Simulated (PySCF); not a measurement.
**Correlation energy of S²⁺ (sulfur, charge +2)**

[Ne] 3s2 3p2, high-spin 3P determinant. Calculation: PySCF 2.14, in def2-QZVPPD (10s7p5d2f1g, 79 functions); the non-relativistic Hamiltonian (point nucleus). Frozen: 1s2; 12 electrons correlated.

```json
{"level": "CCSD", "correlation energy (mhartree)": "-275.08"}
{"level": "(T)", "correlation energy (mhartree)": "-4.35"}
{"level": "CCSD(T)", "correlation energy (mhartree)": "-279.43"}
```

Diagnostics: T1 = 0.0060, D1 = 0.0240, largest double amplitude 0.098.

Q: Is a single reference adequate?

A: Mostly. T1 lies below 0.03, but a double amplitude of this size points to a near-degeneracy that CCSD handles and MP2 describes poorly.

This basis was not built for core-valence correlation, so the inner-shell part is incomplete.
